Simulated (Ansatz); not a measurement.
```yaml
crystal:
  periodic: [false, false, false]
  atoms:
    - {symbol: C, position_ang: [0.424442, 1.524941, 0.096314]}
    - {symbol: C, position_ang: [-0.186564, -0.024924, -0.196392]}
    - {symbol: C, position_ang: [-0.193475, -0.519572, -1.441907]}
    - {symbol: B, position_ang: [0.463398, -0.810233, 1.278663]}
    - {symbol: S, position_ang: [-0.585218, -1.488056, 2.435571]}
    - {symbol: H, position_ang: [1.521678, 1.424636, -0.080183]}
    - {symbol: H, position_ang: [-0.175659, 2.262327, -1.030733]}
    - {symbol: H, position_ang: [0.203071, 2.111843, 1.027114]}
    - {symbol: H, position_ang: [-1.554517, 0.179086, 0.106352]}
    - {symbol: H, position_ang: [1.014240, -0.832775, -1.605334]}
    - {symbol: H, position_ang: [-0.541269, -1.855351, -1.564377]}
    - {symbol: H, position_ang: [-0.443715, 0.011890, -2.353510]}
    - {symbol: H, position_ang: [1.633964, -0.994002, 1.345363]}
    - {symbol: H, position_ang: [-1.982991, -1.111336, 2.129119]}
basis:
  gaussian: {orbitals: def2-TZVP, final_grid: {core_spheres: 8, valence_spheres: 7, degree: 23}}
hamiltonian: {xc: {name: B97}}
relax: {f_tol: 0.0001, max_steps: 2}
```

```sh
$ ansatz run in.yaml --threads 4 --pin off --events-out ev --progress --plain --max-ram 10444MiB
```

It prints (some lines left out):

```
Functional definition: B97
1376 factors; their error is unknown
mean field evaluation 1: about -14751.6620 eV, gradient 6.9e1 eV
mean field evaluation 2: about -14717.6048 eV, gradient 1.2e2 eV
mean field evaluation 4: about -14763.9602 eV, gradient 1.0e1 eV
mean field evaluation 8: about -14764.2236 eV, gradient 1.7e-1 eV
mean field evaluation 16: about -14764.2176 eV, gradient 7.9e-3 eV
mean field -14764.21758895 eV, -542.5749888479 hartree, gradient 1.3e-5 eV, S^2 0.000000; 0 other end points of the search recorded, 0 dependent functions left out
reference -14764.21761495 eV, -542.5749898032 hartree; 24, 24 occupied and 191, 191 virtual orbitals, 1376 factors
relax step   1: F+E_penalty+E_count = -14764.21758895 eV  Δ(F+E_penalty+E_count) = +0.000e0 eV  max|allowed force component| = 1.049e1 eV/Å  Δτ_max = 0.0000 Å  (32 SCF iters, accepted)
1376 factors; their error is unknown
mean field -14768.60052899 eV, -542.7360589236 hartree, gradient 1.4e-5 eV, S^2 0.000000; 0 other end points of the search recorded, 0 dependent functions left out
reference -14768.60055400 eV, -542.7360598425 hartree; 24, 24 occupied and 191, 191 virtual orbitals, 1376 factors
relax step   2: F+E_penalty+E_count = -14768.60052899 eV  Δ(F+E_penalty+E_count) = -4.383e0 eV  max|allowed force component| = 4.221e0 eV/Å  Δτ_max = 0.1948 Å  (35 SCF iters, accepted)
Error: geometry relaxation did not converge after 2 steps: max|allowed force component| = 4.22e0 eV/Å (threshold 1.0e-4). Raise `relax.max_steps` over both its present limit and 2, loosen `relax.f_tol`, or start from a geometry closer to equilibrium. Where this run's directory can be resumed (`checkpoint.write`), a resume goes on for up to `relax.max_steps` more
```

(1) What is wrong with this run?

## Answers

(1) The relaxation is allowed too few steps for its threshold. No converged result was reached.
